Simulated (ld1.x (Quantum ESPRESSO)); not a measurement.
# Varying the ultrasoft potential for germanium

Base potential:

* Element: germanium
* Generator: ld1.x (Quantum ESPRESSO) 7.5
* Type: ultrasoft
* Functional: PBEsol
* Relativity: fully relativistic
* Frozen core: [Ar] 3d10
* Valence charge: 4
* Reference configuration: 4s2 4p2
* Partial waves: 4s (bound): rcut 1.60, rcutus 1.75 bohr; 4s channel at 0.15 Ry: rcut 1.60, rcutus 1.75 bohr; 4p (bound): rcut 1.95, rcutus 2.40 bohr; 4p channel at 1.55 Ry: rcut 1.95, rcutus 2.40 bohr
* Local potential: all-electron potential smoothed inside 1.70 bohr (lloc = -1)
* Core correction: a·sin(br)/r model core inside 1.50 bohr
* Augmentation charge: PSQ, radius 1.35 bohr

Open shells are filled in proportion to 2j + 1 (rel_dist='average').

Cutoffs, loose and tight: the cutoffs (Ry, on a coarse ladder) from which the occupation-weighted sum of valence levels, in a spherical-Bessel basis at the reference potential, stays within 10 and 1 mRy of its value at 400 Ry. They do not see the model core or the augmentation charge, which bear on the density cutoff. Test errors are all-electron minus pseudo excitation energies from the reference, over the configurations 4s2 4p1; 4s2 4p0; 4s1 4p0; 4s2 4p2.3; 4s1 4p2; 4s2 4p1.5; 4s1 4p3. A dash means not determined; rows that change the core or the reference have their own tests.

A true bound ghost makes a file unfit for plane-wave use even where its test errors are small: the radial tests pick states by their node count and pass the ghost by.

| change | outcome | cutoff, loose | cutoff, tight | bound ghosts | largest test error (meV) |
| --- | --- | --- | --- | --- | --- |
| base | generated | 10 Ry | 15 Ry | none | -333 |
| waves 4s (bound): rcut 1.10, rcutus 1.16 bohr; 4s channel at 0.15 Ry: rcut 1.10, rcutus 1.16 bohr | failed: chargeps: negative rho | – | – | – | – |
| waves 4s (bound): rcut 1.24, rcutus 1.32 bohr; 4s channel at 0.15 Ry: rcut 1.24, rcutus 1.32 bohr | failed: chargeps: negative rho | – | – | – | – |
| waves 4s (bound): rcut 1.60, rcutus 1.70 bohr; 4s channel at 0.15 Ry: rcut 1.60, rcutus 1.70 bohr | generated | 10 Ry | 15 Ry | none | -334 |
| waves 4s (bound): rcut 1.60, rcutus 1.92 bohr; 4s channel at 0.15 Ry: rcut 1.60, rcutus 1.92 bohr | generated | 8 Ry | 12 Ry | none | -331 |
| waves 4s (bound): rcut 1.60, rcutus 2.08 bohr; 4s channel at 0.15 Ry: rcut 1.60, rcutus 2.08 bohr | generated | 8 Ry | 12 Ry | none | -330 |
| waves 4s (bound): rcut 1.60, rcutus 2.24 bohr; 4s channel at 0.15 Ry: rcut 1.60, rcutus 2.24 bohr | generated | 8 Ry | 12 Ry | none | -328 |
| waves 4s (bound): rcut 1.60, rcutus 2.40 bohr; 4s channel at 0.15 Ry: rcut 1.60, rcutus 2.40 bohr | generated | 8 Ry | 12 Ry | none | -324 |
| waves 4s (bound): rcut 1.60, rcutus 2.60 bohr; 4s channel at 0.15 Ry: rcut 1.60, rcutus 2.60 bohr | generated | 8 Ry | 12 Ry | none | -318 |

Question: What comes out with this change to the base: waves 4s (bound): rcut 1.38, rcutus 1.46 bohr; 4s channel at 0.15 Ry: rcut 1.38, rcutus 1.46 bohr?

Answer: outcome: generated; cutoff, loose: 10 Ry; cutoff, tight: 30 Ry; bound ghosts: s; largest test error (meV): -339.

Reading the sweep of the s radius (base included, trends over the rows without a ghost): The loose cutoff stays near 8 Ry. The median size of the test errors (rows with all tests solved) stays near 11.5 meV. Bound ghosts are found at 1.46 bohr. The generation fails at 1.16, 1.32 bohr.
